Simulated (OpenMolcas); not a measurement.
Os5+ among 6 point charges of -1.2 e arranged as a tetragonal octahedron (D4h), 1.81 Å from the ion, with the axial distance 1.828 Å.

```json
{
 "Program": "OpenMolcas",
 "Method": "CASSCF",
 "Basis": "ANO-RCC-VDZP [7s6p4d2f1g]",
 "Scalar Hamiltonian": "DKH2, point nucleus",
 "Active space": "3 electrons in 5 orbitals (5d)",
 "State averaging": "2S+1 = 4 even, 10 roots; 2S+1 = 2 even, 40 roots",
 "Spin-orbit coupling": "RASSI with atomic mean-field integrals over the reference wave functions"
}
```

Question: What is the spin-free ground state (labels of D4, the rotations of D4h)?

Answer: 4B1, 1-fold in its orbital part, 100 % from free-ion F terms; it has the highest spin that d3 allows.

Question: Where is the first state of the same spin?

Answer: 4E at 9070 cm-1 above the ground state.

Question: What are the lowest two levels with spin-orbit coupling?

Answer: A 2-fold level E3/2 with g = 0.45, 1.51, 1.51, then a 2-fold level E1/2 85.7 cm-1 above it. Their leading multiplicities are 4 (87 %) and 4 (87 %).

Question: What is χT at 300 K?

Answer: 0.21 cm3 K/mol.

Spin-orbit coupling mixes the spin-free states strongly: the lowest level takes only 54 % from its leading state, 4B1. Without dynamic correlation the repulsion within the d shell is too large (B by tens of per cent), so at a given field states of lower spin stand too high. This is an electrostatic model: the charges have no orbitals. No measured value stands beside these numbers.
